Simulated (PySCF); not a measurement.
Computed with PySCF, PBE0, basis Ti def2-TZVP, H def2-TZVP (no relativity, density fitting). Open shells, if any, are unrestricted.

Problem. What shape and geometry does isolated singlet TiH₃⁺ take (every ligand bound to Ti)?

Solution. Formally Ti is in oxidation state +4, d0. A d0 centre has no lone pair, yet it is C3v rather than trigonal planar: covalent bonding through the d orbitals favours lower symmetry. The polar-tensor charge on Ti, 1.30, is far below the formal one. The lowest minimum found is a singlet of C3v symmetry with Ti–H 1.621 Å (×3); H–Ti–H 67.1° (×3). Its harmonic wavenumbers are 134 (e), 582 (a1), 1892 (e), 1929 (a1) cm⁻¹ and its dipole moment is 3.74 D about the centre of mass.

Stability towards spin polarisation was not tested. Only a few start shapes were tried, so a lower isomer may exist.
